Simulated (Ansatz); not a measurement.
Input:

```yaml
crystal:
  periodic: [false, false, false]
  atoms:
    - { symbol: W, position_ang: [-0.490717, -0.147644, -0.601311] }
    - { symbol: Cl, position_ang: [1.209289, -0.070457, 2.566249] }
    - { symbol: H, position_ang: [1.67286, 0.166994, 1.329712] }
    - { symbol: H, position_ang: [0.138447, 1.414315, -0.370093] }
    - { symbol: F, position_ang: [-1.674844, 0.237313, 0.750315] }
    - { symbol: F, position_ang: [0.221089, -1.833672, -0.228485] }
    - { symbol: F, position_ang: [0.015177, 0.10315, -2.355088] }
basis:
  gaussian: { orbitals: def2-SVP }
hamiltonian:
  xc: pbe
relax:
  f_tol: 0.03
  max_steps: 50
```

Command:

```bash
$ ansatz run input.yaml --threads 2 --pin off --max-ram 3072MiB --backend cpu --events-out ev --progress --plain --runs-dir out
```

Hardware: 2 threads of Intel(R) Xeon(R) Platinum 8259CL CPU @ 2.50GHz (Skylake/Cascade Lake), on a shared host.

Question: Roughly how long does this run take, and how much memory?

Answer: 22 s, with a peak of 0.17 GiB, for 9 ionic steps.
